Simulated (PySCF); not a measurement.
**Working out the ionisation energy of Ne⁺**

Ne⁺ [He] 2s2 2p5 (2P) → Ne²⁺ [He] 2s2 2p4 (3P). All numbers are calculated (PySCF 2.14, the spin-free X2C one-electron Hamiltonian (Gaussian nucleus), in Sapporo-DZP-2012 (4s3p1d, 18 functions)). Frozen: 1s2. Energies in hartree (1 hartree = 27.21139 eV):

```
            part  Ne⁺ (lower)  Ne²⁺ (upper)
             UHF  -127.887252   -126.440487
CCSD correlation    -0.156990     -0.116134
             (T)    -0.001138     -0.000744
```

Task: What does Hartree-Fock give?

Result: (-126.440487) − (-127.887252) = 1.446765 hartree = 39.368 eV.

Task: What do CCSD and CCSD(T) give?

Result: The CCSD correlation energies differ by 0.040856 hartree = 1.112 eV and the triples by 0.000394 hartree = 0.011 eV, so CCSD gives 40.480 eV and CCSD(T) 40.491 eV.

Reference: 40.963 eV (measured; NIST Atomic Spectra Database, ionization energies), between the lowest levels; spin-orbit coupling is absent from the calculation.

A double-zeta basis recovers only part of the correlation energy.

What remains against the reference includes basis incompleteness, the frozen core and higher excitations.
